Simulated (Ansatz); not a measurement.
`C[CH2][Al]([SH])[SH]`. Total charge 0; spin multiplicity 1.

```xyz
12

C     0.599   -0.420    1.483
C     0.746    0.340    0.167
Al   -0.730    0.149   -1.100
S    -0.752    1.144   -3.047
S    -2.492   -1.076   -0.691
H     1.459   -0.267    2.140
H    -0.289   -0.102    2.037
H     0.508   -1.498    1.319
H     0.875    1.413    0.358
H     1.663    0.033   -0.352
H     0.444    1.721   -2.833
H    -2.031   -1.437    0.520
```

(1) What are the harmonic wavenumbers in cm⁻¹ at PBE0-D4/def2-TZVP (Ansatz, finite differences of forces, unscaled)? (Estimate.)

(2) Is this a minimum?

(3) Give the ideal-gas thermochemistry at 298.15 K and 1 bar (rigid rotor, harmonic oscillator; point group Cs, symmetry number 1).

(4) And at 400, 500, 600, 800 and 1000 K?

Answers

(1) Computed: 43, 100, 122, 151, 201, 239, 258, 279, 395, 556, 600, 601, 625, 716, 930, 964, 1038, 1220, 1253, 1407, 1437, 1493, 1501, 2706, 2707, 3029, 3038, 3065, 3102, 3110.

(2) Yes, all 30 modes are real.

(3) Zero-point energy 220.6 kJ/mol; H(298) − E = 246.7 kJ/mol; entropy 393.7 J/(mol·K), of which translation 168.8, rotation 120.5, vibration 104.4; G(298) − E = 129.3 kJ/mol. Modes under 100 cm⁻¹ are hindered rotations or soft bends, so the harmonic entropy is rough.

(4) 
```json
{"T (K)": "400", "H − E (kJ/mol)": "261.1", "S (J/mol/K)": "435.0", "G − E (kJ/mol)": "87.1"}
{"T (K)": "500", "H − E (kJ/mol)": "277.0", "S (J/mol/K)": "470.5", "G − E (kJ/mol)": "41.7"}
{"T (K)": "600", "H − E (kJ/mol)": "294.5", "S (J/mol/K)": "502.3", "G − E (kJ/mol)": "-6.9"}
{"T (K)": "800", "H − E (kJ/mol)": "332.9", "S (J/mol/K)": "557.5", "G − E (kJ/mol)": "-113.1"}
{"T (K)": "1000", "H − E (kJ/mol)": "375.2", "S (J/mol/K)": "604.6", "G − E (kJ/mol)": "-229.4"}
```
